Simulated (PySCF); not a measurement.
Ga(Me)(Cl) (CH3ClGa), SMILES [CH3][Ga+][Cl], charge +1. Atoms are numbered in the order given.

```xyz
6

Ga     0.0000     0.0000    -0.2870
C      0.0000     0.0000    -2.1933
H     -0.8971    -0.5179    -2.5373
H      0.8971    -0.5179    -2.5373
H      0.0000     1.0358    -2.5373
Cl     0.0000     0.0000     1.7452
```
Charge +1, spin multiplicity 1.

Coordinates come from a ωB97X-D3(BJ)/def2-TZVP optimisation. The spin state was assumed, not searched. The isomer is the one that the SMILES or the coordinates give; other isomers of the formula were not compared.

Computed with PySCF with ωB97X/def2-TZVPD.

Symmetry labels are those of the subgroup Cs that the program uses (full group C3v).

**Question.** List the valence orbital energies around the gap with their symmetry. (Estimate from the structure and the level; the computed values follow.)

**Answer.** 
| orbital | symmetry | energy (eV) |
|---|---|---|
| HOMO−7 | A' | -31.31 |
| HOMO−6 | A' | -28.53 |
| HOMO−5 | A' | -21.00 |
| HOMO−4 | A' | -20.18 |
| HOMO−3 | A" | -20.18 |
| HOMO−2 | A' | -18.17 |
| HOMO−1 | A' | -17.81 |
| HOMO | A" | -17.81 |
| LUMO | A' | -5.18 |
| LUMO+1 | A" | -5.00 |
| LUMO+2 | A' | -5.00 |
| LUMO+3 | A' | -1.93 |
